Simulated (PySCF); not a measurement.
**Identify the compound**

An unknown has the formula C7H13N. Its calculated NMR data are:

¹H NMR (500 MHz, computed): δ 1.36 (s, 6H), 1.31 (m, 1H), 1.20 (m, 6H).

¹³C{¹H} NMR (computed): δ 128.7 (C), 41.5 (CH), 35.1 (C), 29.3 (CH3, 2C), 21.1 (CH3, 2C).

Computational details: structure optimised with GFN2-xTB, PBE0/pcSseg-1 with gauge-including orbitals, in PySCF 2.14 (no solvent, a single conformation, averaged over atoms made equivalent by symmetry, fast rotation or ring inversion, non-relativistic).

δ = σ(ref) − σ, references computed at the same level: ¹H and ¹³C vs TMS.

Problem. Choose the structure that fits.
A. C1CC2CCCN2C1
B. C=C(/C=C/C)N(C)C
C. C/N=C\CC=C(C)C
D. CC(C)C(C)(C)C#N

Solution. D. 

1. Rings plus π bonds: 2 (no ring in the answer).
2. 5 carbon signals for 7 carbons: some carbons are equivalent by symmetry or fast rotation.
3. Carbon types of the structure: 2 × C, 1 × CH, 4 × CH3, which accounts for all hydrogens.
4. δC 128.7: nitrile carbon; typical of a nitrile.
5. δC 41.5: sp3 CH; saturated and bonded to C and H only.
6. δC 35.1: quaternary sp3 carbon α to a nitrile; a saturated carbon with 4 carbon neighbours and no heteroatom attached.
7. δC 29.3, 21.1: methyl carbon; saturated and bonded to C and H only.
8. δH 1.31: hydrogen on an sp3 CH.

The others: C1CC2CCCN2C1 would give 4 carbon signals, not 5; C/N=C\CC=C(C)C would give 7 carbon signals, not 5; C=C(/C=C/C)N(C)C would give 6 carbon signals, not 5.

Shifts are as computed. Against solution values, carbons near 30 ppm lie about +3 ppm off and those near 130 ppm about +5 ppm. Of 1211 compounds with measured shifts, 218 miss one by over three times the rms of a fit or turn the order of signals round; such compounds aren't used in these exercises. Multiplicities follow the n + 1 count of equivalent neighbours, as no J values were calculated; m marks all less simple cases, F and P coupling included.
